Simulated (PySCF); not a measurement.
Te(SMe)(SiH3) (CH₆SSiTe), SMILES CS[Te][SiH3].

Geometry optimised at B3LYP-D3(BJ)/def2-SVP. This is a generated structure with no PubChem entry under its InChIKey; it may be hypothetical. The def2 effective core potentials stand for the cores of Te; spin–orbit coupling is left out. One conformer was computed; it need not be the lowest.

Two levels are set side by side: PBE/def2-TZVP (PySCF) and CAM-B3LYP/def2-TZVP (PySCF). Same geometry, gas phase. Differences are taken from unrounded values.

| quantity | CAM-B3LYP |
|---|---|
| orbital gap (eV) | 6.86 |
| highest occupied level (eV) | -7.73 |
| lowest empty level (eV) | -0.87 |
| dipole moment (D) | 1.52 |
| mean polarisability (bohr³) | 100.5 |

Question: What does PBE give, and how far is it from CAM-B3LYP? (Estimate from the structure and the level; the computed values follow.)

Answer: 
```csv
quantity,PBE,PBE minus CAM-B3LYP
orbital gap (eV),2.79,-4.08
highest occupied level (eV),-5.50,2.23
lowest empty level (eV),-2.72,-1.85
dipole moment (D),1.43,-0.09
mean polarisability (bohr³),104.4,3.9
```

Without exact exchange PBE keeps part of each electron's self-repulsion, which lifts occupied levels and narrows the gap. PBE's more diffuse valence density responds more strongly to a field. Differences between two approximate levels are no errors against the true value.

Rough cost on one machine, each run with all the roots and properties that it gave: CAM-B3LYP against PBE within a factor of 2.
